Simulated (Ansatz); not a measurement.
Ansatz (an electronic-structure program) input file for H3OSi, SMILES [O][SiH3] (connectivity only; charge and spin as stated), charge -1, multiplicity 1, PBE0-D3(BJ)/def2-TZVPD. 

Ansatz 0.2 input:
```yaml
crystal:
  periodic: [false, false, false]
  atoms:
    - {symbol: O, position_ang: [0.00000000, -0.00000000, -1.12331210]}
    - {symbol: Si, position_ang: [-0.00000000, 0.00000000, 0.41103018]}
    - {symbol: H, position_ang: [-1.17916970, 0.68079395, 1.07735810]}
    - {symbol: H, position_ang: [1.17916971, 0.68079394, 1.07735810]}
    - {symbol: H, position_ang: [-0.00000000, -1.36158790, 1.07735810]}
basis:
  gaussian:
    orbitals: def2-TZVPD
hamiltonian:
  xc: pbe0
  dispersion: d3bj
total_charge: -1
relax: {f_tol: 0.002, max_steps: 200}
```

Log of the run:

```
WARN ansatz: RAYON_NUM_THREADS=1 ignored (pool sized by the plan → 1); use --threads N
Functional definition: PBE0
integrals: 0.03 GiB planned
633 factors; their error is unknown
mean field: 0.29 GiB planned
mean field evaluation 1: about -9970.1215 eV, gradient 1.3e1 eV
mean field evaluation 2: about -9969.6989 eV, gradient 2.1e1 eV
mean field evaluation 4: about -9970.4624 eV, gradient 6.1e-1 eV
mean field evaluation 8: about -9970.4739 eV, gradient 5.3e-3 eV
mean field -9970.47392871 eV, -366.4081586501 hartree, gradient 7.2e-5 eV, S^2 0.000000; 0 other end points of the search recorded, 0 dependent functions left out
the calculation of the forces begins
reference -9970.47396101 eV, -366.4081598373 hartree; 13, 13 occupied and 97, 97 virtual orbitals, 633 factors
relax step   1: F+E_penalty+E_count = -9970.52275439 eV  Δ(F+E_penalty+E_count) = +0.000e0 eV  max|allowed force component| = 1.546e0 eV/Å  Δτ_max = 0.0000 Å  (24 SCF iters, accepted)
these checks for a lower state are left out or cut short: starts, cluster_reference, orbital_swaps, neighbouring_geometries, increment
integrals: 0.03 GiB planned
633 factors; their error is unknown
mean field: 0.29 GiB planned
mean field evaluation 16: about -9970.4998 eV, gradient 8.5e-2 eV
mean field -9970.49981178 eV, -366.4091098355 hartree, gradient 1.5e-5 eV, S^2 0.000000; 0 other end points of the search recorded, 0 dependent functions left out
the calculation of the forces begins
reference -9970.49984396 eV, -366.4091110180 hartree; 13, 13 occupied and 97, 97 virtual orbitals, 633 factors
relax step   2: F+E_penalty+E_count = -9970.54858730 eV  Δ(F+E_penalty+E_count) = -2.583e-2 eV  max|allowed force component| = 7.220e-1 eV/Å  Δτ_max = 0.0282 Å  (29 SCF iters, accepted)
these checks for a lower state are left out or cut short: starts, cluster_reference, orbital_swaps, neighbouring_geometries, increment
integrals: 0.03 GiB planned
633 factors; their error is unknown
mean field: 0.29 GiB planned
mean field -9970.50010343 eV, -366.4091205535 hartree, gradient 1.3e-5 eV, S^2 0.000000; 0 other end points of the search recorded, 0 dependent functions left out
the calculation of the forces begins
reference -9970.50013588 eV, -366.4091217458 hartree; 13, 13 occupied and 97, 97 virtual orbitals, 633 factors
relax step   3: F+E_penalty+E_count = -9970.54884856 eV  Δ(F+E_penalty+E_count) = -2.613e-4 eV  max|allowed force component| = 4.336e-1 eV/Å  Δτ_max = 0.0206 Å  (29 SCF iters, accepted)
these checks for a lower state are left out or cut short: starts, cluster_reference, orbital_swaps, neighbouring_geometries, increment
integrals: 0.03 GiB planned
633 factors; their error is unknown
mean field: 0.29 GiB planned
mean field evaluation 32: about -9970.5056 eV, gradient 8.4e-2 eV
mean field -9970.50558817 eV, -366.4093221137 hartree, gradient 1.4e-5 eV, S^2 0.000000; 0 other end points of the search recorded, 0 dependent functions left out
the calculation of the forces begins
reference -9970.50562041 eV, -366.4093232985 hartree; 13, 13 occupied and 97, 97 virtual orbitals, 633 factors
relax step   4: F+E_penalty+E_count = -9970.55432533 eV  Δ(F+E_penalty+E_count) = -5.477e-3 eV  max|allowed force component| = 2.593e-3 eV/Å  Δτ_max = 0.0179 Å  (29 SCF iters, accepted)
these checks for a lower state are left out or cut short: starts, cluster_reference, orbital_swaps, neighbouring_geometries, increment
integrals: 0.03 GiB planned
633 factors; their error is unknown
mean field: 0.29 GiB planned
mean field -9970.50558984 eV, -366.4093221750 hartree, gradient 2.8e-5 eV, S^2 0.000000; 0 other end points of the search recorded, 0 dependent functions left out
the calculation of the forces begins
reference -9970.50562208 eV, -366.4093233599 hartree; 13, 13 occupied and 97, 97 virtual orbitals, 633 factors
relax step   5: F+E_penalty+E_count = -9970.55432749 eV  Δ(F+E_penalty+E_count) = -2.162e-6 eV  max|allowed force component| = 3.163e-4 eV/Å  Δτ_max = 0.0004 Å  (19 SCF iters, accepted)
integrals: 0.03 GiB planned
633 factors; their error is unknown
mean field: 0.29 GiB planned
mean field -9970.50558984 eV, -366.4093221750 hartree, gradient 2.8e-5 eV, S^2 0.000000; 1 other end points of the search recorded, 0 dependent functions left out
the calculation of the forces begins
reference -9970.50562208 eV, -366.4093233599 hartree; 13, 13 occupied and 97, 97 virtual orbitals, 633 factors
Total energy: -9970.55435974 eV, -366.4111144359 hartree
Atom 0 at    -0.000000     0.000000    -1.163789 Å, force     0.000001    -0.000000    -0.000230 eV/Å
Atom 1 at     0.000001    -0.000000     0.400470 Å, force    -0.000002     0.000001     0.000218 eV/Å
Atom 2 at    -1.181987     0.682421     1.094370 Å, force     0.000273    -0.000158     0.000004 eV/Å
Atom 3 at     1.181987     0.682421     1.094371 Å, force    -0.000273    -0.000159     0.000004 eV/Å
Atom 4 at    -0.000000    -1.364842     1.094371 Å, force     0.000001     0.000316     0.000004 eV/Å
Dipole moment:     0.000002    -0.000001     0.374326 e Å
```

The run converged.
